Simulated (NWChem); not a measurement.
System: BI2F; SMILES IB(I)F

The following NWChem deck was run.

```
start job
memory heap 200 mb stack 900 mb global 1100 mb
geometry units angstroms noautoz
  B      0.793657    -0.002412     0.000000
  F      2.102422    -0.000065     0.000000
  I     -0.226643    -0.000859    -1.863757
  I     -0.226643    -0.000859     1.863757
end
basis spherical
  * library def2-svp
end
ecp
  I library def2-ecp
end
dft
  xc b3lyp
  iterations 150
  mulliken
end
task dft energy
```

Coordinates come from a PBE0/def2-SVP optimisation. def2 effective core potentials on I; no spin-orbit coupling.

Task: Give the results of this calculation. (B3LYP/def2-SVP with def2 effective core potentials on I.) Quantities: energy (Ha); highest occupied level (eV); orbital gap (eV); dipole (D).

Result: 
- energy (Ha): -720.29
- highest occupied level (eV): -7.35
- orbital gap (eV): 5.63
- dipole (D): 0.35
